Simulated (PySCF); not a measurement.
2-chlorobuta-1,3-diene (C₄H₅Cl), SMILES C=CC(=C)Cl. Atoms are numbered in the order given.

```xyz
10

C     -0.4405    -2.0780     0.0000
C      0.6018    -1.2364     0.0000
C      0.5413     0.2254     0.0000
C      1.6233     1.0189     0.0000
Cl    -1.0578     0.9556     0.0000
H     -1.4680    -1.7078     0.0000
H     -0.2865    -3.1592     0.0000
H      1.6223    -1.6345     0.0000
H      2.6199     0.5711     0.0000
H      1.5402     2.1060     0.0000
```

The structure is a stationary point at B3LYP-D3(BJ)/def2-SVP. The values are those of a single conformer.

Two levels are set side by side: PBE/pcSseg-1 (PySCF) and B3LYP/pcSseg-1 (PySCF). GIAO shifts against HCl (³⁵Cl), TMS (¹H), TMS (¹³C) at the same level; non-relativistic, no solvent, atoms listed together averaged. Without spin–orbit terms, shifts of atoms bonded to Cl or Br come out too high at both levels. Differences are taken from unrounded values.

```
quantity                B3LYP
----------------------  -----
δ(¹³C) of C1 (ppm)      128.9
δ(¹³C) of C2 (ppm)      144.5
δ(¹³C) of C3 (ppm)      158.7
δ(¹³C) of C4 (ppm)      125.3
δ(³⁵Cl) of Cl5 (ppm)    219.3
δ(¹H) of H8 (ppm)        6.60
δ(¹H) of H9, H10 (ppm)   5.74
```

Q: What does PBE give, and how far is it from B3LYP? (An estimate is asked for; the answer gives what the named calculation found.)

A: 
```json
[
 {"quantity": "δ(¹³C) of C1 (ppm)", "PBE": "126.9", "PBE minus B3LYP": "-1.9"},
 {"quantity": "δ(¹³C) of C2 (ppm)", "PBE": "142.8", "PBE minus B3LYP": "-1.8"},
 {"quantity": "δ(¹³C) of C3 (ppm)", "PBE": "156.1", "PBE minus B3LYP": "-2.6"},
 {"quantity": "δ(¹³C) of C4 (ppm)", "PBE": "122.9", "PBE minus B3LYP": "-2.4"},
 {"quantity": "δ(³⁵Cl) of Cl5 (ppm)", "PBE": "240.1", "PBE minus B3LYP": "20.8"},
 {"quantity": "δ(¹H) of H8 (ppm)", "PBE": "6.68", "PBE minus B3LYP": "0.08"},
 {"quantity": "δ(¹H) of H9, H10 (ppm)", "PBE": "5.77", "PBE minus B3LYP": "0.02"}
]
```

Rough cost on one machine, each run with all the roots and properties that it gave: B3LYP against PBE within a factor of 2.
